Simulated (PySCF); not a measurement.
Computed properties of C2H3N3, SMILES c1nc[nH]n1

1,2,4-triazole (C2H3N3), SMILES n1cnc[nH]1. Coordinates come from a TPSSh-D3(BJ)/def2-SVP optimisation. The values are those of a single conformer. All values are computed for the isolated molecule unless a solvent is named; none is compared with measurement here.

**Structure.** The optimised structure has Cs symmetry. All 18 harmonic modes at TPSSh-D3(BJ)/def2-SVP (PySCF) are real, so it is a minimum. With heavy atoms numbered as in [cH:1]1[n:2][cH:3][nH:4][n:5]1, the shortest bond between them is N2–C3 at 1.321 Å and the longest C1–N2 at 1.363 Å.

**Vibrations.** The strongest infrared lines (harmonic, unscaled, degenerate partners summed) lie at 3618 cm⁻¹ (77 km/mol, H 93 %), 603 cm⁻¹ (58 km/mol, N 48 %, H 46 %), 705 cm⁻¹ (52 km/mol, N 45 %, H 32 %, C 24 %). The softest mode is at 603 cm⁻¹ and the zero-point energy is 37.6 kcal/mol.

**Electronic structure.** r2SCAN/def2-TZVP (PySCF) places the frontier levels at -6.92 and -0.88 eV, a gap of 6.04 eV, and gives a dipole moment of 2.88 D and a mean polarisability of 40.2 bohr³. PBE/def2-TZVP (PySCF) at the same geometry gives -6.56 and -1.06 eV, so its gap is 0.54 eV narrower. An orbital gap is neither the optical nor the fundamental gap.

**Excitations.** TDDFT-CAM-B3LYP/def2-SVPD (PySCF) has S1 at 6.46 eV (192 nm, f = 0.005, weak); the most intense of the 10 singlets computed lies at 8.53 eV (f = 0.32). T1 (TDA) is at 4.77 eV. TDDFT-PBE/def2-SVPD (PySCF) puts S1 at 5.58 eV. No vertical singlet excitation falls in the visible range (under 3.1 eV).

**NMR.** GIAO shifts at HF/pcSseg-1 (PySCF) (non-relativistic, atoms alike by connectivity averaged): ¹³C from 158.4 to 167.2 ppm against TMS; ¹H from 8.7 to 10.2 ppm against TMS.
